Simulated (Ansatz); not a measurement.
Ansatz (a first-principles code) job for C4H7NSi, SMILES C1=C[SiH2]C=NC1, CAM-B3LYP/def2-SVPD. Geometry optimised at PBE0-D3(BJ)/def2-SVP. The structure was generated by enumeration, and PubChem lists no compound with its InChIKey, so it may never have been made. One conformer was computed; it need not be the lowest.

Ansatz 0.2 input:
```yaml
crystal:
  periodic: [false, false, false]
  atoms:
    - {symbol: C, position_ang: [-1.27303398, 0.96783785, 0.00000000]}
    - {symbol: C, position_ang: [-1.46314541, -0.36090311, 0.00000000]}
    - {symbol: Si, position_ang: [0.02511774, -1.46790510, 0.00000000]}
    - {symbol: C, position_ang: [1.43936930, -0.20654999, 0.00000000]}
    - {symbol: N, position_ang: [1.30689911, 1.05991224, 0.00000000]}
    - {symbol: C, position_ang: [0.02712040, 1.71503260, -0.00000000]}
    - {symbol: H, position_ang: [-2.14712464, 1.63499680, -0.00000000]}
    - {symbol: H, position_ang: [-2.49203439, -0.73693638, 0.00000000]}
    - {symbol: H, position_ang: [0.10793410, -2.35458204, 1.20342162]}
    - {symbol: H, position_ang: [0.10793410, -2.35458205, -1.20342163]}
    - {symbol: H, position_ang: [2.48563971, -0.56457586, 0.00000000]}
    - {symbol: H, position_ang: [0.02792357, 2.40723053, -0.86444395]}
    - {symbol: H, position_ang: [0.02792357, 2.40723052, 0.86444395]}
basis:
  gaussian:
    orbitals: def2-SVPD
hamiltonian:
  xc: {name: CAM-B3LYP}
```

Program output:

```
WARN ansatz: RAYON_NUM_THREADS=2 ignored (pool sized by the plan → 2); use --threads N
Functional definition: CAM-B3LYP
integrals: 0.14 GiB planned
1536 factors; their error is unknown
integrals: 0.17 GiB planned
631 factors; integrals over basis functions are off by at most 7.2e-6 eV
mean field: 1.40 GiB planned
mean field evaluation 1: about -13614.0582 eV, gradient 4.4e1 eV
mean field evaluation 2: about -13613.9224 eV, gradient 4.6e1 eV
mean field evaluation 4: about -13618.9434 eV, gradient 3.3e0 eV
mean field evaluation 8: about -13618.9679 eV, gradient 7.3e-2 eV
mean field evaluation 16: about -13618.9602 eV, gradient 8.6e-5 eV
mean field -13618.96017305 eV, -500.4875550968 hartree, gradient 4.2e-5 eV, S^2 0.000000; 0 other end points of the search recorded, 0 dependent functions left out
reference -13618.96031465 eV, -500.4875603003 hartree; 26, 26 occupied and 154, 154 virtual orbitals, 1536 factors
Total energy: -13618.96031465 eV, -500.4875603003 hartree
```

The calculation finished and met its thresholds.

Cost: roughly 5 core-seconds.
